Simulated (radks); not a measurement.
Spherical quantum dot in the effective-mass picture: electrons in a hard-walled sphere of radius 1.52, with a point charge +2 (a donor) at the centre, all in effective atomic units (hartree* = m*/eps^2 hartree, bohr* = eps/m* bohr), one dielectric constant everywhere. Calculated with a radial shooting solver with Libxc functionals: non-relativistic Kohn-Sham, LDA (Slater exchange, Perdew-Wang correlation), spin-polarised, spherical densities. Levels are named by radial order and angular momentum (1s, 1p, 1d, 2s, ...), and open shells are averaged over m. Results are scaled to m* = 0.068 and eps = 14.7, for which hartree* = 8.563 meV and bohr* = 11.44 nm.

N = 23, configuration 1s2 1p6 1d10 2s2 1f(up 3, down 0). This is the lowest configuration that the search found. Occupied and some empty levels:

level,occupation,eigenvalue (meV),<r> (nm)
1s up,1,174.21,9.471
1s down,1,174.84,9.413
1p up,3,190.08,11.16
1p down,3,190.90,11.14
1d up,5,210.42,11.89
1d down,5,211.32,11.88
2s up,1,218.95,7.825
2s down,1,219.37,7.862
1f up,3,236.21,12.40
1f down,0,237.15,12.39
2p up,0,264.19,9.007
2p down,0,264.66,9.010
1g up,0,267.20,12.79
1g down,0,268.16,12.79
2d up,0,307.21,9.851
2d down,0,307.76,9.848

Energy (meV): total 2735.13, kinetic 1335.1, external -472.57, Hartree 2077.4, exchange-correlation -204.86.

Electron density:

r (nm),n(r) (e/nm^3)
0.898,0.005774
1.77,0.004229
2.63,0.003096
3.50,0.002288
4.37,0.001743
5.23,0.001415
6.10,0.001268
6.97,0.001268
7.83,0.001378
8.70,0.001553
9.57,0.001742
10.4,0.001886
11.3,0.001930
12.2,0.001831
13.0,0.001575
13.9,0.001198
14.8,0.0007598
15.6,0.0003608
16.5,0.00009166
17.4,2.654e-07
